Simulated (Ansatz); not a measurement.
C2H6BFO can be A, `CBC(O)F`, or B, `OCCBF`.

Gas-phase electronic energies from Ansatz, PBE0-D4/def2-TZVP geometries. CBS: MP2 limit from def2 TZ/QZ plus the TZ coupled-cluster correction, frozen cores. Functionals use def2-TZVPP. B3LYP here is the variant with VWN-RPA as its local correlation; programs differ in this. Each species was taken in one conformer, which may not be the lowest.

A:

```xyz
11

C    -0.939    0.914    1.057
B     0.154    0.658   -0.008
C     0.423   -0.793   -0.605
O     1.764   -0.986   -0.835
F    -0.286   -0.777   -1.826
H    -1.854    1.100    0.469
H    -1.163    0.064    1.706
H    -0.785    1.814    1.655
H     0.775    1.547   -0.510
H    -0.015   -1.632   -0.048
H     1.926   -1.909   -1.055
```

B:

Z-matrix (Å, degrees):
```
C
C 1 1.522
O 1 1.412 2 112.6
H 1 1.099 2 110.0 3 124.2
H 1 1.092 2 110.4 3 -118.0
B 2 1.555 1 116.6 3 -60.8
H 2 1.100 1 109.9 3 61.4
H 2 1.100 1 110.7 3 175.7
H 3 0.961 1 108.0 2 70.6
F 6 1.333 2 120.0 1 1.2
H 6 1.200 2 124.0 1 -178.7
```

Task: Which is lower in electronic energy at CCSD(T)/CBS, and by how much? (Best estimate.)

Result: Computed: B, by 173.8 kJ/mol.

Task: Give E(B) − E(A) in kJ/mol with HF/def2-TZVPP, B3LYP-D4, ωB97M-V, MP2/def2-TZVPP, PBE-D4, CCSD(T)/def2-TZVPP, B3LYP. (Best estimate.)

Result: Computed: HF/def2-TZVPP -172.8, B3LYP-D4 -164.9, ωB97M-V -167.7, MP2/def2-TZVPP -180.3, PBE-D4 -158.0, CCSD(T)/def2-TZVPP -173.8, B3LYP -163.1. None reverses the order clearly.

Largest T1 diagnostic: 0.012.

From PBE to PBE0 (25 % exact exchange), in def2-TZVPP and without D4, E(B) − E(A) moves by −7.8 kJ/mol.
